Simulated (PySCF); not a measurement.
Compound: C₃H₈O₂Si₂.
Atom-mapped SMILES: `[CH3:1][O:2][C:3]1=[CH:4][SiH2:5][O:6][SiH2:7]1`

Definitions: NICS(0) = −σiso at the ring centroid; NICS(1) = −σiso and NICS(1)zz = −σzz at ±1 Å along the ring normal z. Level: GIAO PBE0/pcSseg-1 (PySCF, non-relativistic, gas phase) on the GFN2-xTB geometry, one conformer.

Ring bond lengths (Å), with Mayer bond orders in brackets: C3–C4 1.343 (1.76), C4–Si5 1.870 (0.91), Si5–O6 1.653 (0.90), O6–Si7 1.631 (0.96), Si7–C3 1.902 (0.85).

Problem. Give the NICS values of each ring in ppm.

Solution. 
| ring | type | NICS(0) | NICS(1), two faces | NICS(1)zz, two faces | rms pucker (Å) | centre to ring atoms, mean (Å) |
| --- | --- | --- | --- | --- | --- | --- |
| C3–C4–Si5–O6–Si7 | 5-membered ring with O and 2 Si; formal bonds 1 double, 4 single | -4.7 | -2.6 / -2.6 | -1.8 / -1.8 | 0.00 | 1.43 |

Problem. What do they say, and how far can they be read as aromaticity?

Solution. 
- C3–C4–Si5–O6–Si7: mean NICS(1)zz -1.8 ppm, near zero. Si5, Si7 have four or more neighbours, so the value isn't read as a sign of a π ring current.

Problem. At the second NICS(1) probe listed for ring C3–C4–Si5–O6–Si7, 1 Å off the ring, how large is the induced field along the normal in 7.05 T applied along it?

Solution. NICSzz × B0 = -1.8 ppm × 7.05 T = -13 μT, against the applied field.

Problem. What are the shieldings of the ring atoms and their hydrogens in the same run (means over atoms taken as equivalent)?

Solution. 
```tsv
atoms	environment	σ isotropic (ppm)	principal values of the symmetric part, first atom (ppm)
C3	vinylic carbon bearing oxygen	-0.7	-103.9, 13.5, 88.3
C4	alkene CH carbon	82.1	-9.2, 79.0, 176.5
Si5	oxygen-bound silicon	354.8	304.9, 342.0, 417.5
O6	siloxane oxygen	325.1	264.9, 333.5, 376.9
Si7	oxygen-bound silicon	374.4	335.9, 346.4, 441.0
H on C4	vinylic hydrogen	26.63	24.9, 25.2, 29.7
H on Si5 (×2)	Si–H hydrogen	26.14	22.9, 23.9, 31.6
H on Si7 (×2)	Si–H hydrogen	26.57	23.2, 24.6, 31.9
```

The values belong to the conformer `[CH3:1][O:2][C:3]1=[CH:4][SiH2:5][O:6][SiH2:7]1`: C1–O2–C3–C4 0°.
